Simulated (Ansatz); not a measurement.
```xyz
2

Si    0.0000    0.0000    0.0000
Si    0.0000    0.0000    2.2500
```

Basis set: cc-pVDZ (spherical functions). Frozen core: 10 orbitals. Charge 0, multiplicity 1.

Computed with Ansatz (development build ahead of 0.2.0); the reference of a correlated method needn't be the lowest determinant of its kind. Restricted open shells among the atoms or ions are ROHF, correlated in semicanonical orbitals with singles.

Task: Give the atomization energy at this shape (free ground-state atoms in the same class of orbitals less the molecule, no zero-point energy) of singlet Si2 by RHF-CCSD(T), RHF-CCSD.

Result:

```csv
method,atomization energy
RHF-CCSD(T),193.3 kJ/mol
RHF-CCSD,176.3 kJ/mol
```

Caution: another spin multiplicity may lie lower; no unrestricted run beside it, a lower state can exist.
